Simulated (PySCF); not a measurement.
Start geometry of `[GeH2]([O]CC)[PH2]` from a GFN2-xTB structure with every atom displaced at random (by about 0.01 Å) (Å):
```
atom  x, y, z in Å
C1    -2.2352    0.9029   -0.1981
C2    -1.3234   -0.2397    0.0746
O3    -0.0084    0.1924   -0.1349
Ge4    1.4838   -0.8117   -0.0141
P5     3.0724    0.7388   -0.4244
H6    -3.2898    0.6277   -0.0423
H7    -2.0081    1.7564    0.4579
H8    -2.1225    1.2663   -1.2355
H9    -1.5535   -1.0692   -0.5711
H10   -1.4482   -0.5837    1.1203
H11    1.4635   -1.4496    1.3871
H12    1.2553   -1.9979   -0.9544
H13    2.6825    0.8651   -1.7602
H14    4.0246   -0.2129   -0.6877
```

**Question.** What comes out of this run: PySCF 2.14.0, PBE0-D3(BJ)/def2-SVP geometry optimisation, gas phase?

**Answer.** 
```
atom  x, y, z in Å
C1    -2.3065    0.8905    0.0655
C2    -1.2661   -0.2044    0.1172
O3    -0.0137    0.3414   -0.2138
Ge4    1.4561   -0.6665   -0.1666
P5     3.1206    0.7940   -0.8314
H6    -3.3061    0.4961    0.3035
H7    -2.0608    1.6853    0.7854
H8    -2.3358    1.3391   -0.9387
H9    -1.5401   -1.0177   -0.5860
H10   -1.2472   -0.6573    1.1300
H11    1.7021   -1.1442    1.2831
H12    1.2449   -1.8879   -1.0924
H13    2.8281    0.6283   -2.2198
H14    4.1073   -0.2427   -0.8361
```

The energy falls by 4.5 kcal/mol over 11 energy and gradient evaluations, the largest force component goes from 0.0321 to 3.0e-04 Eh/bohr, and the atoms move by 0.204 Å rms after alignment. The bond that changes most is P5–H14 (three-coordinate phosphorus to P–H hydrogen), which lengthens by 0.059 Å. Bonds longer at the end by more than 0.005 Å: 8 of 13; shorter: 1. Among the angles that change most is P5–Ge4–H11, from 117.3° to 110.5°. Among the dihedrals that turn most is H11–Ge4–P5–H13, from 176° to 162°. Rotational constants go from 5220, 1177, 990.2 to 5712, 1127, 972.0 MHz. The orientation of the end geometry is arbitrary; only internal coordinates are fixed.

The run used 137 basis functions and 70 SCF cycles in all.

Not checked by PBE0-D3(BJ)/def2-SVP frequencies. One conformer, not necessarily the lowest.
